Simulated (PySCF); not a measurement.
NMR data simulated for an unnamed compound:

¹H NMR (600 MHz, computed): δ 8.05 (br s, 1H), 6.88 (m, 1H), 4.64 (q, 2H), 0.41 (t, 3H).

¹³C{¹H} NMR (computed): δ 161.2 (C), 126.8 (CH), 107.7 (C), 105.0 (C), 99.6 (C), -5.0 (CH3).

Theory: coordinates at the GFN2-xTB level, NMR shieldings at PBE0/pcSseg-1/GIAO, in PySCF 2.14 (a single conformation, non-relativistic, isolated molecule, equivalent nuclei averaged).

Chemical shifts δ = σref − σ; TMS for ¹H, ¹³C, all at this level.

Q: Which of these does the molecule contain: a heteroaromatic ring, a nitrile, a Si–CH3 group, a Si–H bond, a vinyl group CH=CH2, a benzene ring?

A: 
- A heteroaromatic ring: yes.
- A nitrile: no.
- A Si–CH3 group: yes (δC -5.0; δH 0.41 (t)).
- A Si–H bond: yes (δH 4.64 (q)).
- A vinyl group CH=CH2: no.
- A benzene ring: no.

The data belong to `n1c(C#C[SiH2]C)c(F)[nH]c1`, C$_{6}$H$_{7}$FN$_{2}$Si; they needn't prove each group on their own.

Carbon signals by region: 1 in the far downfield region (above 160 ppm), 3 in the sp2 and nitrile region (100–160 ppm), 1 at 50–100 ppm, 1 below 50 ppm. Above 160 ppm: 161.2, aromatic carbon bearing fluorine.

Exchangeable OH/NH protons stand at their gas-phase positions; hydrogen bonding in a real sample shifts them, mostly to higher δ. Splittings by ¹⁹F in the carbon and heteronuclear signals aren't shown, as no couplings were computed. Shifts are as computed. Against solution values, carbons near 30 ppm lie about +3 ppm off and those near 130 ppm about +5 ppm. Of 1309 compounds with measured shifts, 239 miss one by over three times the rms of a fit or turn the order of signals round; such compounds aren't used in these exercises. No couplings were computed; multiplicities are counted from neighbouring protons, with m where these are inequivalent, close in shift, in a saturated or five-membered ring or joined by F or P, and br s for small geminal =CH2 splittings.
